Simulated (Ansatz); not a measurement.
One change: `OC[SiH2][SeH]` becomes `N[SiH2]CO`.

Ansatz, PBE0-D4/def2-TZVP geometries, multiplicity 1. Each molecule was computed in one conformer, which needn't be the lowest.

Scalar relativity is left out up to krypton.

```
                                                                                  property  `OC[SiH2][SeH]`
                                                      HOMO–LUMO gap (PBE0/def2-TZVPP) / eV             7.08
ideal-gas entropy at 298 K and 1 bar (rigid rotor, harmonic PBE0-D4/def2-TZVP) / J/(mol·K)              356
                                                       HOMO–LUMO gap (PBE/def2-TZVPP) / eV             5.05
                                                     LUMO energy (ωB97M-V/def2-TZVPP) / eV             1.89
                                                        LUMO energy (PBE0/def2-TZVPP) / eV             0.17
                                                        HOMO energy (PBE0/def2-TZVPP) / eV            -6.91
```

(1) What does the change do to each property? (An estimate is asked.)

## Answers

(1) Computed: 
```json
{"property": "HOMO–LUMO gap (PBE0/def2-TZVPP) / eV", "`N[SiH2]CO`": "7.56", "shift": "0.48"}
{"property": "ideal-gas entropy at 298 K and 1 bar (rigid rotor, harmonic PBE0-D4/def2-TZVP) / J/(mol·K)", "`N[SiH2]CO`": "321", "shift": "-35"}
{"property": "HOMO–LUMO gap (PBE/def2-TZVPP) / eV", "`N[SiH2]CO`": "5.20", "shift": "0.15"}
{"property": "LUMO energy (ωB97M-V/def2-TZVPP) / eV", "`N[SiH2]CO`": "1.75", "shift": "-0.14"}
{"property": "LUMO energy (PBE0/def2-TZVPP) / eV", "`N[SiH2]CO`": "0.25", "shift": "0.08"}
{"property": "HOMO energy (PBE0/def2-TZVPP) / eV", "`N[SiH2]CO`": "-7.31", "shift": "-0.40"}
```

With PBE0 the HOMO falls by 0.40 eV and the LUMO rises by 0.08 eV, so the gap widens by about 0.48 eV. PBE moves the HOMO by -0.03 eV and ωB97M-V by -0.58 eV. The zero-point energy changes by 48.8 kJ/mol with +3 modes.

Spin–orbit coupling is left out; it splits and shifts lone-pair levels of the heavy atoms by tenths of an eV.
